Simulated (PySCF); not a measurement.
An unknown is described by computed data only.

Formula: C7H16AlNO.

- 13C NMR: chemical shifts (computed TMS as zero) by class: 107.3 (1 C), 63.3 (1 C), 62.5 (1 C), 29.3 (3 C), 20.2 (1 C) ppm [GIAO KT2/pcSseg-1]
- NMR, other nuclei: isotropic shieldings of nuclei other than C and H, by class: -41 (1 N), 301 (1 O), 371 (1 Al) ppm [GIAO KT2/pcSseg-1]
- Dipole: 3.62 D [KT2/pcSseg-1]
- 1H NMR: chemical shifts (computed TMS as zero) by class: 4.61 (2 H), 4.45 (2 H), 3.90 (3 H), 1.06 (9 H) ppm [GIAO KT2/pcSseg-1]
- Rotational structure: rotational constants A, B, C: 1.573, 0.702, 0.614 GHz [PBE0-D3(BJ)/def2-SVP]

The electronic properties come from PySCF, for the isolated species, density fitting. Levels stand in brackets. Geometry: PBE0-D3(BJ)/def2-SVP, one conformer, isolated molecule. NMR classes are plain means over equivalent atoms (diastereotopic ones count apart unless rotation or inversion swaps them), as if these changed places fast.

Q: Give a SMILES that accounts for the data.

A: Numbering: `[CH3:1][O+:2]([CH2:3][C:4]#[N:5])[AlH2-:6][C:7]([CH3:8])([CH3:9])[CH3:10]`. 7 carbons fall into 5 classes; from least to most shielded: nitrile carbon [C4] (107.3 ppm), O-methyl carbon [C1] (63.3 ppm), sp3 carbon bound to oxygen [C3] (62.5 ppm), methyl carbon [C8/C9/C10] (29.3 ppm, 3 C, up to 4.7 ppm apart in this geometry), sp3 carbon without hydrogen [C7] (20.2 ppm). Hydrogen classes from least to most shielded: 2 H on an sp3 carbon bound to oxygen, C3 (4.61 ppm, a mean of values up to 1.3 ppm apart in this geometry), 2 H on an aluminium bonded to C, O and 2 H, Al6 (4.45 ppm), 3 H on an O-methyl carbon, C1 (3.90 ppm, a mean of values up to 1.1 ppm apart in this geometry), 9 H on 3 methyl carbons, C8/C9/C10 (1.06 ppm, a mean of values up to 0.8 ppm apart in this geometry). The other shieldings belong to: -41 ppm, nitrile nitrogen [N5]; 301 ppm, oxygen bonded to Al and 2 C [O2]; 371 ppm, aluminium bonded to C, O and 2 H [Al6]. The optimised geometry has point group C1 and is an asymmetric top. Structure: `C[O+](CC#N)[AlH2-][C](C)(C)C`. The assignments are read from this structure; whether some other isomer fits the data as well wasn't checked.

Shape of the structure used: `[CH3:1][O+:2]([CH2:3][C:4]#[N:5])[AlH2-:6][C:7]([CH3:8])([CH3:9])[CH3:10]`: C1–O2–C3–C4 64°, C1–O2–Al6–C7 -88°, O2–Al6–C7–C8 -62°.
